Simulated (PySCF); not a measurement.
All numbers come from PBE0 in PySCF with Se def2-SVP, N def2-SVP, F def2-SVP; no relativity; density-fitted integrals. Open shells, if any, are unrestricted.

Q: What shape and geometry does isolated singlet SeNF₃ take (every ligand bound to Se)?

A: Counting electrons, selenium keeps none of its valence electrons outside its bonds, so the VSEPR class is AX4 and the expected shape is tetrahedral; with unlike ligands the computed point group is C3v. The lowest minimum found is a singlet of C3v symmetry with Se–F 1.731 Å (×3), Se–N 1.573 Å; F–Se–F 91.0° (×3), F–Se–N 124.5° (×3). Its harmonic wavenumbers are 236 (e), 281 (e), 361 (a1), 674 (e), 690 (a1), 1190 (a1) cm⁻¹ and its dipole moment is 0.59 D.

This need not be the most stable arrangement of these atoms.
